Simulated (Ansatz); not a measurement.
```yaml
crystal:
  periodic: [false, false, false]
  atoms:
    - {symbol: F, position_ang: [1.665177, -0.289827, 1.453746]}
    - {symbol: Si, position_ang: [1.100815, -0.112854, 0.081309]}
    - {symbol: F, position_ang: [1.634389, -1.382909, -0.846606]}
    - {symbol: Si, position_ang: [-1.196426, -0.053454, -0.016147]}
    - {symbol: Br, position_ang: [1.964083, 1.796498, -0.820377]}
    - {symbol: H, position_ang: [-1.630313, 1.121219, 0.918897]}
    - {symbol: H, position_ang: [-1.721287, -1.305658, 0.579246]}
    - {symbol: H, position_ang: [-1.679447, 0.164182, -1.324053]}
basis:
  gaussian: {orbitals: LANL2DZ}
total_charge: 1
magnetization: {spin_polarized: true, initial_magnetization: 1}
hamiltonian: {xc: {name: HF}}
accuracy: high
```

```sh
$ ansatz run in.yaml --threads 4 --pin off --events-out ev --progress --plain --max-ram 10444MiB
```

(1) How does Ansatz answer? (Best estimate.)

## Answers

(1) Computed: The input was rejected before any iteration.
```
Error: <dir> can't be read: No such file or directory (os error 2)
```
